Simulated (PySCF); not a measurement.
# ORD: `O([C@H]1[C@H](B)C1)C(F)(F)F`, C$_{4}$H$_{6}$BF$_{3}$O

Geometry (Å), atoms numbered from 1 in this order:
```xyz
15

B     1.767    0.204   -1.374
C     1.070    0.095   -0.002
C     0.902   -1.248    0.699
C    -0.279   -0.602    0.094
O    -1.240   -0.068    1.000
C    -2.011    0.877    0.505
F    -1.347    1.977    0.104
F    -2.720    0.488   -0.573
F    -2.886    1.269    1.422
H     2.392    1.152   -1.641
H     1.661   -0.672   -2.140
H     1.159    0.924    0.692
H     0.967   -1.252    1.776
H     1.294   -2.129    0.218
H    -0.733   -1.008   -0.801
```

Computed with PySCF 2.14.0, TDDFT B3LYP/def2-SVPD circular dichroism and optical rotation, one conformer, gas phase. Geometry: GFN2-xTB.

The molecule is flexible and this is one conformer; a measurement averages over conformers. States above about 8.6 eV lie in this functional's continuum (it starts at minus the energy of the highest occupied orbital, well below the true ionisation energy for most functionals) and depend on the basis.

Stereocentres: C2 R, C4 R.

**Question.** Give the optical rotatory dispersion at 633, 589.3, 546, 436, 405, 365, 355 nm.

**Answer.** [α] in deg dm⁻¹ (g/mL)⁻¹:
```tsv
λ (nm)	origin-invariant length gauge	modified velocity gauge	length gauge (centre of mass)	isotropic polarisability (au)
633	-17.7	-17.0	-21.1	68.7
589.3	-22.6	-21.7	-26.6	68.9
546	-29.7	-28.5	-34.6	69.2
436	-72.4	-69.7	-81.3	70.4
405	-100.5	-96.9	-111.7	71.0
365	-166.5	-160.7	-182.2	72.0
355	-192.5	-185.9	-209.8	72.4
```

**Question.** And for the mirror image at 589.3 nm?

**Answer.** +22.6 deg dm⁻¹ (g/mL)⁻¹ (origin-invariant length gauge): the same size and the opposite sign.

**Question.** What is the molar rotation [Φ] = [α]·M/100 of the geometry above at 589.3 nm?

**Answer.** With M = 137.90 g/mol, -31.2 deg cm² dmol⁻¹ (origin-invariant length gauge).

The first excitation lies at 5.54 eV (224 nm) with R = -32.4 × 10⁻⁴⁰ esu² cm² (velocity form).
